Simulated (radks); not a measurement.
Values are calculated unless marked as measured or tabulated.
Valence configurations of Te I (all share [Kr]). Level of theory: Dirac Kohn-Sham, BLYP, spin-unpolarised, spherical densities, point nucleus; open shells are shared between the two j in proportion to 2j + 1 (a radial shooting solver on a logarithmic mesh with Libxc functionals). Energies are relative to 4d10 5s2 5p4; eigenvalues in eV.

4d10 5s2 5p4: E (eV) 0.000; e(4d3/2) -42.257; e(4d5/2) -40.788; e(5p1/2) -6.348; e(5p3/2) -5.548; e(5s1/2) -14.977
4d10 5s1.5 5p4.5: E (eV) 4.609; e(4d3/2) -42.929; e(4d5/2) -41.458; e(5p1/2) -6.634; e(5p3/2) -5.812; e(5s1/2) -15.359
4d9 5s2 5p5: E (eV) 38.141; e(4d3/2) -48.502; e(4d5/2) -46.967; e(5p1/2) -7.486; e(5p3/2) -6.544; e(5s1/2) -16.798
4d8 5s2 5p6: E (eV) 81.451; e(4d3/2) -54.744; e(4d5/2) -53.143; e(5p1/2) -8.608; e(5p3/2) -7.525; e(5s1/2) -18.553
4d10 5s1 5p5: E (eV) 9.272; e(4d3/2) -43.585; e(4d5/2) -42.111; e(5p1/2) -6.912; e(5p3/2) -6.069; e(5s1/2) -15.728
4d10 5p6: E (eV) 18.751; e(4d3/2) -44.855; e(4d5/2) -43.377; e(5p1/2) -7.445; e(5p3/2) -6.561
4d9.5 5s2 5p4.5: E (eV) 18.425; e(4d3/2) -45.381; e(4d5/2) -43.879; e(5p1/2) -6.920; e(5p3/2) -6.048; e(5s1/2) -15.897
4d9 5s1 5p6: E (eV) 48.176; e(4d3/2) -49.748; e(4d5/2) -48.209; e(5p1/2) -8.018; e(5p3/2) -7.035; e(5s1/2) -17.492

NIST lists [Kr] 4d10 5s2 5p4 as the ground configuration; this level of theory agrees among the configurations tried. The energies are those of spherical spin-averaged densities, not of single terms.
